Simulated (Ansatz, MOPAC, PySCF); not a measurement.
Noncovalent pair: CH5N (SMILES CN) (first 7 atoms) with CH2O2 (SMILES O=CO); geometry from B3LYP-D3(BJ)/def2-TZVP, rigid monomers moved along the line of their centres of mass till N2···H12 is 2.95 Å.
(charge 0, multiplicity 1):
```xyz
12

C     -0.2824     0.2170     0.0966
N      0.8015    -0.5139     0.7701
H      0.0400     1.2408    -0.0934
H     -1.1417     0.2460     0.7650
H     -0.5908    -0.2333    -0.8514
H      1.6234    -0.5802     0.1808
H      0.5002    -1.4576     0.9896
O     -1.1245    -0.7849     4.6572
C     -0.3243    -0.0468     5.1828
O      0.7487     0.4692     4.6109
H     -0.4109     0.2835     6.2289
H      0.8039     0.1338     3.6468
```

Monomers are frozen at their geometry in the pair; levels with a basis set take the counterpoise correction.

Cores are frozen in the correlated methods. Rows in 6-31G* carry no dispersion term and start afresh at each structure (6-31G* with six Cartesian d functions). MP2/6-31G* freezes PySCF's default core. The state that AM1 reach isn't checked.

Run with Ansatz (a first-principles code) with Gaussian orbitals; MOPAC for AM1 (differences of heats of formation); PySCF for 6-31G* rows, the dispersion terms. 

| level | interaction energy (meV) |
|---|---|
| AM1 | -79.8 |
| PBE-D4/def2-TZVPPD | -208.3 |
| r2SCAN-D4/def2-TZVPPD | -199.8 |
| B3LYP/6-31G* | -192.2 |
| PBE0/def2-TZVPPD | [?] |
| PBE0-D3(BJ)/def2-TZVPPD | -204.9 |
| wB97X-V/def2-TZVPPD | -199.6 |
| MP2/6-31G* | -202.7 |
| CCSD(T)/aug-cc-pVDZ | -191.4 |

Problem. Some entries are withheld; supply them.

Solution. 
- PBE0/def2-TZVPPD, interaction energy (meV): -183.6
